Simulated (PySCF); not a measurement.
**Excitation energy of B²⁺ by level of theory**

B²⁺ [He] 2s1 (2S) → B²⁺ [He] 2p1 (2P), as a difference of total energies. All numbers are calculated (PySCF 2.14, the non-relativistic Hamiltonian (point nucleus), in aug-cc-pwCVTZ). Correlated levels: valence and next inner shell: nothing frozen. The calculations carry no spin-orbit coupling.

```json
{"method": "UHF", "excitation energy (eV)": "6.068"}
{"method": "LDA", "excitation energy (eV)": "5.373"}
{"method": "PBE", "excitation energy (eV)": "5.317"}
{"method": "PBE0", "excitation energy (eV)": "5.505"}
{"method": "r2SCAN", "excitation energy (eV)": "5.391"}
{"method": "HSE06", "excitation energy (eV)": "5.481"}
{"method": "BHandHLYP", "excitation energy (eV)": "5.667"}
{"method": "CAM-B3LYP", "excitation energy (eV)": "5.550"}
{"method": "wB97X", "excitation energy (eV)": "5.365"}
{"method": "MP2 (valence and next inner shell)", "excitation energy (eV)": "6.025"}
{"method": "SCS-MP2 (valence and next inner shell)", "excitation energy (eV)": "6.044"}
```

**Question.** How much does correlation contribute at MP2 (valence and next inner shell)?

**Answer.** 6.025 − (6.068) = -0.043 eV, measured against UHF.
